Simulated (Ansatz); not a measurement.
Frontier orbitals of CH₃AlSe (`[CH2]1[AlH][Se]1`).

Z-matrix (Å, degrees):
```
C
Se 1 2.069
Al 1 1.915 2 68.4
H 1 1.087 2 109.8 3 118.5
H 1 1.087 2 109.8 3 -118.4
H 3 1.569 1 151.8 2 180.0
```

Total charge 0; spin multiplicity 1. Correlated methods include outer-core shells of Se, which these sets cover unevenly. Scalar relativity is left out up to krypton. All single points use the PBE0-D4/def2-TZVP geometry. Basis def2-TZVPP, Ansatz.

Compute the vertical ionisation energy as the energy of the cation minus that of the neutral molecule, at each level. (Estimate.)

The calculation gave: 
| level | IE (eV) | difference from CCSD(T)/def2-TZVPP |
| --- | --- | --- |
| PBE-D4/def2-TZVPP | 8.75 | -0.01 |
| r2SCAN-D4/def2-TZVPP | 8.76 | -0.01 |
| PBE0-D4/def2-TZVPP | 8.74 | -0.02 |
| B3LYP-D4/def2-TZVPP | 8.80 | 0.04 |
| ωB97X-V/def2-TZVPP | 8.75 | -0.02 |
| ωB97M-V/def2-TZVPP | 8.71 | -0.06 |
| B2PLYP/def2-TZVPP | 8.74 | -0.02 |
| HF/def2-TZVPP | 7.62 | -1.14 |
| MP2/def2-TZVPP | 8.86 | 0.10 |
| CCSD/def2-TZVPP | 8.67 | -0.10 |
| CCSD(T)/def2-TZVPP | 8.76 | 0.00 |
| HF/def2-QZVPP | 7.61 | -1.15 |
| MP2/def2-QZVPP | 8.96 | 0.19 |

B3LYP here is the variant with VWN-RPA as its local correlation; programs differ in this.
